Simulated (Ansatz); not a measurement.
Cartesian coordinates in Å:
```
O -0.8757 0.2379 0.8242
Mg 0.3748 -0.1502 -0.3368
Br 2.0365 -0.7249 -1.8604
H -1.5355 0.6372 1.3731
```

Charge 0, multiplicity 1.

(1) List the r2SCAN/def2-TZVPP orbital energies in eV (the Gaussian-basis code of Ansatz). (An estimate is asked.)

Answers

(1) Computed: Occupied: -13121.23, -1694.46, -1525.19, -1525.17, -1525.17, -1267.79, -514.47, -234.11, -174.26, -174.17, -174.17, -83.76, -68.11, -68.08, -68.08, -68.02, -68.02, -49.28, -49.28, -49.08, -24.37, -19.14, -11.83, -8.43, -7.31, -7.31, -7.05, -7.03. Lowest empty: -1.67, 0.17, 0.18, 1.80, 2.70, 3.06, 3.06, 3.54.
